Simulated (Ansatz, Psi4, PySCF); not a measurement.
H3O4P, triplet, at a GFN2-xTB geometry (a higher spin typed on purpose: for a closed-shell molecule this is an excited state). Base run: B97M-V/STO-3G run with PySCF.

Input for PySCF:
```python
from pyscf import gto, scf, dft

mol = gto.Mole()
mol.atom = '''
    O     0.779187    0.898003    1.389818
    P    -0.013427   -0.036541    0.294026
    O     1.076143   -0.559310   -0.647213
    O    -0.930757   -1.314796   -0.921209
    O    -0.861013    1.150965   -0.325308
    H     1.632914    0.528250    1.609951
    H    -0.535649   -2.185923   -0.954313
    H    -1.404337    0.806897   -1.034718
'''
mol.basis = 'sto-3g'
mol.charge = 0
mol.spin = 2
mol.verbose = 3
mol.build()

mf = dft.UKS(mol)
mf.xc = 'b97m_v'
mf.kernel()
```

The same geometry, method and basis name were run in Ansatz (a quantum-chemistry and plane-wave program) and Psi4 and PySCF, at each program's defaults and at the settings that a row names. The base is PySCF at its defaults. Differences at the defaults can come from grids, fitting, cores and function types together.

```csv
code and settings,ΔE vs base (µEh),basis functions,E (Eh),SCF cycles,dipole (D),outcome
"PySCF, defaults (exact integrals, its default grid, spherical functions)",0.0,32,-635.75713,13,1.63,converged
"Psi4, defaults (density fitting with its default set, its default grid, spherical functions)",-2358,32,-635.75949,12,1.63,converged
"Ansatz, defaults (factorised integrals, its default grid, spherical functions)",-2.0,32,-635.75713,-,-,converged
"PySCF, density fitting with def2-universal-jkfit",-2377,32,-635.75951,13,1.63,converged
"PySCF, fine grid",0.5,32,-635.75713,13,1.63,converged
"Psi4, exact integrals, spherical functions, fine grid",-,32,-,-,-,cut at the time limit
"Ansatz, high accuracy",2.2,32,-635.75713,-,-,converged
```

Open shells are given as the SCF converged; they aren't shown to be the lowest states, and a large step between rows can be another state.
